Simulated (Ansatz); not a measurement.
Born–Oppenheimer molecular dynamics of CH₆O₃Si (11 atoms, charge 0, multiplicity 1). It goes on from the last frame of an earlier run, with new velocities.

The calculation used Ansatz 0.2.0, RKS PBE/STO-3G.

```json
{
  "ensemble": "NVE (velocity Verlet)",
  "time step": "0.5 fs",
  "steps asked": "150",
  "starting velocities drawn for": "100 K",
  "seed": "795793"
}
```

Frames 1 fs apart, positions in Å, forces in eV/Å.

Velocities at 55 fs (Å/ps):

```
Si 1.91 0.20 -0.30
O -0.18 -1.04 -0.64
C 1.34 2.16 -0.70
H -0.98 -13.39 5.70
H 2.99 -3.29 0.71
H -3.92 -1.75 -7.68
O -0.58 -2.58 1.86
H 2.02 6.77 1.47
O -2.93 1.99 -0.16
H -2.23 5.87 11.35
H -8.50 0.43 -11.69
```

```xyz
11
Properties=species:S:1:pos:R:3:forces:R:3 time_fs=55 energy_less_start_eV=0.048 T=59
Si -0.190 -0.233 -0.033 0.12 -0.59 0.88
O 0.179 -0.505 1.658 -0.03 0.12 -0.11
C -1.040 -0.503 2.487 -0.01 -0.09 -0.66
H -1.789 -1.299 2.206 0.14 0.12 -0.07
H -0.707 -0.753 3.524 -0.19 0.42 0.03
H -1.590 0.484 2.436 0.20 -0.33 0.45
O 1.308 -0.537 -0.820 -0.09 0.14 -0.11
H 1.911 0.237 -0.492 -0.06 -0.04 0.00
O -0.738 1.410 -0.120 -0.82 -0.05 -1.04
H -1.395 1.403 -0.956 0.77 -0.03 0.92
H -1.108 -1.299 -0.473 -0.03 0.32 -0.29
11
Properties=species:S:1:pos:R:3:forces:R:3 time_fs=56 energy_less_start_eV=0.040 T=66
Si -0.188 -0.233 -0.033 -0.17 -0.57 0.80
O 0.178 -0.506 1.658 -0.03 0.13 -0.13
C -1.038 -0.501 2.486 -0.16 -0.49 -0.62
H -1.789 -1.312 2.212 0.32 0.37 -0.04
H -0.705 -0.754 3.525 -0.20 0.49 -0.04
H -1.593 0.481 2.431 0.17 -0.26 0.46
O 1.308 -0.540 -0.818 0.18 0.39 -0.04
H 1.913 0.243 -0.490 -0.25 -0.30 -0.11
O -0.741 1.412 -0.120 -0.39 -0.14 -0.55
H -1.394 1.409 -0.941 0.42 -0.06 0.46
H -1.116 -1.297 -0.486 0.10 0.43 -0.20
11
Properties=species:S:1:pos:R:3:forces:R:3 time_fs=57 energy_less_start_eV=0.037 T=68
Si -0.186 -0.233 -0.033 -0.41 -0.48 0.72
O 0.178 -0.507 1.657 -0.01 0.13 -0.14
C -1.037 -0.500 2.485 -0.20 -0.82 -0.53
H -1.786 -1.321 2.217 0.40 0.51 -0.03
H -0.704 -0.751 3.525 -0.19 0.52 -0.07
H -1.594 0.475 2.429 0.09 -0.11 0.43
O 1.307 -0.542 -0.816 0.34 0.52 -0.02
H 1.912 0.247 -0.490 -0.32 -0.42 -0.16
O -0.744 1.413 -0.121 0.25 -0.26 0.19
H -1.389 1.414 -0.921 -0.15 -0.08 -0.26
H -1.124 -1.291 -0.501 0.19 0.50 -0.13
11
Properties=species:S:1:pos:R:3:forces:R:3 time_fs=58 energy_less_start_eV=0.041 T=65
Si -0.185 -0.233 -0.032 -0.58 -0.34 0.63
O 0.178 -0.508 1.656 0.02 0.14 -0.15
C -1.036 -0.499 2.483 -0.14 -1.00 -0.42
H -1.779 -1.325 2.222 0.36 0.50 -0.05
H -0.706 -0.742 3.525 -0.14 0.49 -0.05
H -1.595 0.468 2.433 -0.01 0.08 0.35
O 1.307 -0.544 -0.814 0.34 0.49 -0.05
H 1.908 0.246 -0.491 -0.26 -0.38 -0.14
O -0.747 1.415 -0.122 0.89 -0.37 0.90
H -1.386 1.418 -0.904 -0.71 -0.09 -0.94
H -1.129 -1.280 -0.518 0.24 0.50 -0.07
11
Properties=species:S:1:pos:R:3:forces:R:3 time_fs=59 energy_less_start_eV=0.032 T=73
Si -0.183 -0.233 -0.032 -0.68 -0.18 0.54
O 0.178 -0.509 1.655 0.06 0.14 -0.17
C -1.035 -0.498 2.481 0.00 -0.95 -0.29
H -1.769 -1.325 2.226 0.19 0.34 -0.11
H -0.709 -0.729 3.524 -0.08 0.41 0.01
H -1.595 0.462 2.439 -0.10 0.24 0.25
O 1.307 -0.546 -0.813 0.20 0.30 -0.13
H 1.902 0.242 -0.494 -0.07 -0.18 -0.06
O -0.750 1.417 -0.122 1.16 -0.44 1.19
H -1.389 1.422 -0.896 -0.92 -0.12 -1.20
H -1.133 -1.264 -0.534 0.23 0.43 -0.04
11
Properties=species:S:1:pos:R:3:forces:R:3 time_fs=60 energy_less_start_eV=0.008 T=93
Si -0.182 -0.234 -0.031 -0.71 -0.01 0.45
O 0.178 -0.509 1.654 0.10 0.14 -0.17
C -1.034 -0.499 2.478 0.15 -0.66 -0.15
H -1.757 -1.321 2.229 -0.05 0.08 -0.17
H -0.713 -0.712 3.524 0.00 0.29 0.09
H -1.597 0.459 2.447 -0.13 0.30 0.13
O 1.307 -0.547 -0.811 -0.01 0.04 -0.24
H 1.895 0.237 -0.497 0.18 0.09 0.05
O -0.752 1.418 -0.121 0.92 -0.43 0.88
H -1.400 1.424 -0.899 -0.62 -0.17 -0.85
H -1.134 -1.244 -0.552 0.17 0.31 -0.02
11
Properties=species:S:1:pos:R:3:forces:R:3 time_fs=61 energy_less_start_eV=-0.008 T=106
Si -0.181 -0.234 -0.030 -0.68 0.17 0.36
O 0.178 -0.510 1.653 0.14 0.14 -0.16
C -1.033 -0.500 2.476 0.26 -0.21 0.02
H -1.746 -1.317 2.231 -0.31 -0.21 -0.23
H -0.716 -0.693 3.524 0.08 0.15 0.15
H -1.599 0.458 2.458 -0.11 0.25 0.00
O 1.307 -0.549 -0.809 -0.18 -0.18 -0.32
H 1.890 0.232 -0.499 0.38 0.32 0.14
O -0.754 1.419 -0.120 0.37 -0.37 0.22
H -1.418 1.425 -0.909 -0.01 -0.21 -0.14
H -1.134 -1.222 -0.569 0.07 0.14 -0.03
11
Properties=species:S:1:pos:R:3:forces:R:3 time_fs=62 energy_less_start_eV=0.002 T=98
Si -0.180 -0.235 -0.029 -0.62 0.35 0.29
O 0.178 -0.510 1.652 0.17 0.14 -0.13
C -1.032 -0.501 2.473 0.27 0.25 0.20
H -1.738 -1.314 2.230 -0.48 -0.41 -0.24
H -0.719 -0.671 3.526 0.13 0.00 0.15
H -1.603 0.459 2.467 -0.04 0.12 -0.14
O 1.307 -0.550 -0.808 -0.21 -0.23 -0.34
H 1.889 0.230 -0.501 0.44 0.38 0.16
O -0.755 1.420 -0.119 -0.18 -0.31 -0.42
H -1.435 1.423 -0.922 0.56 -0.25 0.53
H -1.133 -1.198 -0.587 -0.04 -0.04 -0.06
11
Properties=species:S:1:pos:R:3:forces:R:3 time_fs=63 energy_less_start_eV=0.020 T=83
Si -0.179 -0.235 -0.028 -0.55 0.54 0.23
O 0.178 -0.511 1.651 0.18 0.13 -0.10
C -1.030 -0.502 2.471 0.15 0.57 0.36
H -1.734 -1.316 2.227 -0.50 -0.45 -0.19
H -0.721 -0.650 3.529 0.16 -0.14 0.10
H -1.607 0.462 2.476 0.05 -0.04 -0.28
O 1.306 -0.552 -0.807 -0.08 -0.09 -0.30
H 1.892 0.232 -0.501 0.33 0.23 0.11
O -0.756 1.420 -0.118 -0.49 -0.29 -0.77
H -1.447 1.420 -0.929 0.90 -0.26 0.91
H -1.133 -1.174 -0.605 -0.15 -0.20 -0.08
11
Properties=species:S:1:pos:R:3:forces:R:3 time_fs=64 energy_less_start_eV=0.028 T=76
Si -0.179 -0.235 -0.026 -0.51 0.72 0.16
O 0.178 -0.511 1.649 0.18 0.12 -0.06
C -1.029 -0.502 2.469 -0.08 0.65 0.49
H -1.735 -1.321 2.222 -0.35 -0.29 -0.07
H -0.721 -0.631 3.532 0.16 -0.27 -0.01
H -1.611 0.464 2.482 0.11 -0.17 -0.39
O 1.306 -0.554 -0.806 0.16 0.17 -0.21
H 1.897 0.235 -0.500 0.12 -0.05 0.02
O -0.758 1.421 -0.118 -0.48 -0.31 -0.78
H -1.451 1.414 -0.927 0.92 -0.24 0.94
H -1.134 -1.152 -0.624 -0.22 -0.32 -0.08
11
Properties=species:S:1:pos:R:3:forces:R:3 time_fs=65 energy_less_start_eV=0.026 T=78
Si -0.179 -0.235 -0.025 -0.51 0.84 0.07
O 0.178 -0.511 1.648 0.16 0.10 -0.02
C -1.027 -0.503 2.467 -0.35 0.52 0.56
H -1.739 -1.330 2.217 -0.10 -0.02 0.07
H -0.720 -0.614 3.536 0.13 -0.37 -0.13
H -1.614 0.465 2.484 0.14 -0.23 -0.48
O 1.306 -0.555 -0.805 0.38 0.43 -0.12
H 1.904 0.239 -0.498 -0.11 -0.32 -0.07
O -0.760 1.421 -0.117 -0.17 -0.37 -0.43
H -1.446 1.405 -0.917 0.62 -0.21 0.59
H -1.137 -1.133 -0.644 -0.22 -0.38 -0.04
11
Properties=species:S:1:pos:R:3:forces:R:3 time_fs=66 energy_less_start_eV=0.030 T=74
Si -0.179 -0.234 -0.024 -0.54 0.89 -0.06
O 0.179 -0.512 1.646 0.15 0.08 0.03
C -1.026 -0.502 2.466 -0.56 0.29 0.57
H -1.744 -1.338 2.212 0.16 0.26 0.21
H -0.717 -0.600 3.539 0.10 -0.44 -0.22
H -1.615 0.463 2.482 0.13 -0.21 -0.52
O 1.306 -0.557 -0.804 0.50 0.57 -0.07
H 1.910 0.239 -0.497 -0.24 -0.47 -0.11
O -0.762 1.421 -0.118 0.40 -0.44 0.20
H -1.435 1.395 -0.902 0.06 -0.17 -0.05
H -1.141 -1.118 -0.664 -0.16 -0.36 0.03
```

Of the whole run (75 fs, mean temperature of the second half 78 K): The conserved energy stayed within 0.055 meV per atom of its start (net change -0.0096 meV per atom), so the integration is sound. A run of 0.075 ps of so small a system gives no equilibrium averages. Limits of this set-up: minimal basis.

The run took 5.2 min on 1 thread of Arm Neoverse V1, on a shared host, peak memory 0.09 GiB.
